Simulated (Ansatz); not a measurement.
Program: Ansatz. Geometries: PBE0-D4/def2-TZVP. ΔE: electronic, gas phase. CBS: MP2 limit from def2 TZ/QZ plus the TZ coupled-cluster correction, frozen cores. DFT in def2-TZVPP. B3LYP here is the variant with VWN-RPA as its local correlation; programs differ in this. HSE06 is defined as in plane-wave codes. For Ge outer-core shells are correlated without core-valence functions, which leaves a few kJ/mol of doubt a bond. Scalar relativity is left out up to krypton. Each species was taken in one conformer, which may not be the lowest.

Reaction (redistribution): `Cl[SiH](Cl)[GeH3]` + `COBF` → `F[SiH](Cl)[GeH3]` + `COBCl`

```json
{"level": "LDA (SPW92)", "ΔE (kJ/mol)": "20.7", "difference from CCSD(T)/CBS": "3.1"}
{"level": "PBE-D4", "ΔE (kJ/mol)": "20.4", "difference from CCSD(T)/CBS": "2.8"}
{"level": "revPBE-D4", "ΔE (kJ/mol)": "20.0", "difference from CCSD(T)/CBS": "2.4"}
{"level": "BLYP-D4", "ΔE (kJ/mol)": "18.2", "difference from CCSD(T)/CBS": "0.6"}
{"level": "r2SCAN-D4", "ΔE (kJ/mol)": "18.5", "difference from CCSD(T)/CBS": "0.9"}
{"level": "PBE0-D4", "ΔE (kJ/mol)": "22.3", "difference from CCSD(T)/CBS": "4.7"}
{"level": "B3LYP-D4", "ΔE (kJ/mol)": "19.8", "difference from CCSD(T)/CBS": "2.2"}
{"level": "r2SCANh-D4", "ΔE (kJ/mol)": "19.5", "difference from CCSD(T)/CBS": "1.9"}
{"level": "r2SCAN0-D4", "ΔE (kJ/mol)": "20.8", "difference from CCSD(T)/CBS": "3.2"}
{"level": "BHLYP-D4", "ΔE (kJ/mol)": "22.1", "difference from CCSD(T)/CBS": "4.5"}
{"level": "CAM-B3LYP-D4", "ΔE (kJ/mol)": "18.2", "difference from CCSD(T)/CBS": "0.6"}
{"level": "ωB97X-V", "ΔE (kJ/mol)": "18.3", "difference from CCSD(T)/CBS": "0.7"}
{"level": "ωB97M-V", "ΔE (kJ/mol)": "19.7", "difference from CCSD(T)/CBS": "2.1"}
{"level": "B2PLYP", "ΔE (kJ/mol)": "16.8", "difference from CCSD(T)/CBS": "-0.8"}
{"level": "PBE-QIDH", "ΔE (kJ/mol)": "20.6", "difference from CCSD(T)/CBS": "3.0"}
{"level": "PBE", "ΔE (kJ/mol)": "18.5", "difference from CCSD(T)/CBS": "0.9"}
{"level": "revPBE", "ΔE (kJ/mol)": "17.9", "difference from CCSD(T)/CBS": "0.3"}
{"level": "BLYP", "ΔE (kJ/mol)": "14.7", "difference from CCSD(T)/CBS": "-2.9"}
{"level": "PBE0", "ΔE (kJ/mol)": "20.6", "difference from CCSD(T)/CBS": "3.0"}
{"level": "B3LYP", "ΔE (kJ/mol)": "16.7", "difference from CCSD(T)/CBS": "-0.9"}
{"level": "r2SCANh", "ΔE (kJ/mol)": "19.1", "difference from CCSD(T)/CBS": "1.5"}
{"level": "r2SCAN0", "ΔE (kJ/mol)": "20.3", "difference from CCSD(T)/CBS": "2.7"}
{"level": "HSE06", "ΔE (kJ/mol)": "20.9", "difference from CCSD(T)/CBS": "3.3"}
{"level": "BHLYP", "ΔE (kJ/mol)": "18.4", "difference from CCSD(T)/CBS": "0.8"}
{"level": "CAM-B3LYP", "ΔE (kJ/mol)": "16.4", "difference from CCSD(T)/CBS": "-1.2"}
{"level": "LC-ωPBE", "ΔE (kJ/mol)": "18.5", "difference from CCSD(T)/CBS": "0.9"}
{"level": "HF/def2-SVP", "ΔE (kJ/mol)": "32.9", "difference from CCSD(T)/CBS": "15.3"}
{"level": "MP2/def2-SVP", "ΔE (kJ/mol)": "28.0", "difference from CCSD(T)/CBS": "10.4"}
{"level": "CCSD/def2-SVP", "ΔE (kJ/mol)": "28.2", "difference from CCSD(T)/CBS": "10.6"}
{"level": "CCSD(T)/def2-SVP", "ΔE (kJ/mol)": "27.9", "difference from CCSD(T)/CBS": "10.3"}
{"level": "MP2/def2-TZVPP", "ΔE (kJ/mol)": "18.0", "difference from CCSD(T)/CBS": "0.4"}
{"level": "SCS-MP2/def2-TZVPP", "ΔE (kJ/mol)": "16.7", "difference from CCSD(T)/CBS": "-0.9"}
{"level": "CCSD/def2-TZVPP", "ΔE (kJ/mol)": "17.4", "difference from CCSD(T)/CBS": "-0.2"}
{"level": "CCSD(T)/def2-TZVPP", "ΔE (kJ/mol)": "17.1", "difference from CCSD(T)/CBS": "-0.5"}
{"level": "HF/def2-QZVPP", "ΔE (kJ/mol)": "19.2", "difference from CCSD(T)/CBS": "1.6"}
{"level": "MP2/def2-QZVPP", "ΔE (kJ/mol)": "17.8", "difference from CCSD(T)/CBS": "0.2"}
{"level": "SCS-MP2/def2-QZVPP", "ΔE (kJ/mol)": "16.6", "difference from CCSD(T)/CBS": "-1.0"}
{"level": "HF/CBS(def2)", "ΔE (kJ/mol)": "19.0", "difference from CCSD(T)/CBS": "1.4"}
{"level": "MP2/CBS(def2)", "ΔE (kJ/mol)": "18.6", "difference from CCSD(T)/CBS": "1.0"}
{"level": "CCSD/CBS(def2)", "ΔE (kJ/mol)": "17.9", "difference from CCSD(T)/CBS": "0.3"}
{"level": "CCSD(T)/CBS", "ΔE (kJ/mol)": "17.6", "difference from CCSD(T)/CBS": "0"}
```

Largest T1 diagnostic among the species: 0.013.

From BLYP to BHLYP (50 % exact exchange), in def2-TZVPP and without D4, ΔE moves by +3.7 kJ/mol. Leaving LDA and LC-ωPBE aside and taking each functional with its dispersion term where it has one, the values, not all of them listed here, spread over 5.8 kJ/mol, from B2PLYP to HSE06-D4.
